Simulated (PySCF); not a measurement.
C₃H₃N₂, SMILES C1=CN=C[N]1, multiplicity 2. Atoms are numbered in the order given.

```xyz
8

C      0.0000    -0.7422    -0.8789
C      0.0000     0.7422    -0.8789
N      0.0000     1.1737     0.3748
C      0.0000     0.0000     1.0987
N      0.0000    -1.1737     0.3748
H      0.0000    -1.4211    -1.7461
H      0.0000     1.4211    -1.7461
H      0.0000     0.0000     2.2000
```
Charge 0, spin multiplicity 2.

The structure is a stationary point at PBE-D3(BJ)/def2-SVP. The isomer is the one that the SMILES or the coordinates give; other isomers of the formula were not compared.

Method: PBE0/pcH-1 run with PySCF.

Unrestricted Kohn–Sham, ⟨S²⟩ = 0.773. Hyperfine tensors hold the contact and dipolar terms, without spin-orbit corrections.

**Question.** Estimate the hyperfine couplings. (An estimate is asked for; the answer gives what the named calculation found.)

**Answer.** 
```json
[
 {"nucleus": "13C no. 1", "A(iso) (MHz)": "26.8", "A(iso) (G)": "9.5", "dipolar principal values (MHz)": "-32.6, -29.8, 62.5"},
 {"nucleus": "13C no. 2", "A(iso) (MHz)": "26.8", "A(iso) (G)": "9.5", "dipolar principal values (MHz)": "-32.6, -29.8, 62.5"},
 {"nucleus": "14N no. 3", "A(iso) (MHz)": "-5.7", "A(iso) (G)": "-2.0", "dipolar principal values (MHz)": "-6.8, 3.1, 3.7"},
 {"nucleus": "13C no. 4", "A(iso) (MHz)": "64.0", "A(iso) (G)": "22.8", "dipolar principal values (MHz)": "-46.2, -43.2, 89.4"},
 {"nucleus": "14N no. 5", "A(iso) (MHz)": "-5.7", "A(iso) (G)": "-2.0", "dipolar principal values (MHz)": "-6.8, 3.1, 3.7"},
 {"nucleus": "1H no. 6", "A(iso) (MHz)": "-32.5", "A(iso) (G)": "-11.6", "dipolar principal values (MHz)": "-15.7, -2.6, 18.3"},
 {"nucleus": "1H no. 7", "A(iso) (MHz)": "-32.5", "A(iso) (G)": "-11.6", "dipolar principal values (MHz)": "-15.7, -2.6, 18.3"},
 {"nucleus": "1H no. 8", "A(iso) (MHz)": "-44.6", "A(iso) (G)": "-15.9", "dipolar principal values (MHz)": "-21.2, -2.3, 23.5"}
]
```

**Question.** And the g tensor (effective nuclear charges for spin-orbit coupling, GIAO)? (Estimate from the structure and the level; the computed values follow.)

**Answer.** principal values 2.0018, 2.0024, 2.0029; isotropic 2.0023.
